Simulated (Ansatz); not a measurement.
Species: InO, charge 0, doublet. InO (SMILES [O]=[In], doublet).
B3LYP-D3(BJ)/def2-TZVP minimum from Ansatz (a program for electronic structure):
```
In
O 1 1.9430
```
Charge 0, spin multiplicity 2.

Total energies in def2-QZVPP, 9 correlated electrons, 10 frozen orbitals. Open shells are spin-unrestricted; no spin-orbit coupling. Correlated methods leave the cores frozen (noble-gas shells, and filled d and f shells in the p block). Past Kr the def2 sets carry scalar-relativistic core potentials. Spin-orbit terms, left out, reach several kcal/mol for Br and I, and more for heavier atoms. The UHF reference of InO ([O]=[In], doublet) is spin-contaminated (<S^2> up to 0.04 over the pure value in the sets run). The determinant of InO ([O]=[In], doublet) is a saddle point of the SCF energy; a lower one exists, which strains HF and MP2.

```
method    program  energy (Eh)  minus CCSDT(Q) (mEh)
--------  -------  -----------  --------------------
HF         Ansatz   -264.07552                303.82
MP2        Ansatz   -264.34181                 37.53
CCSD       Ansatz   -264.36200                 17.34
CCSD(T)    Ansatz   -264.37569                  3.65
CCSDT(Q)   Ansatz   -264.37934                  0.00
```

Rough core times of Ansatz's runs on a shared machine: CCSD(T) 80 s, CCSDT(Q) 20 min.
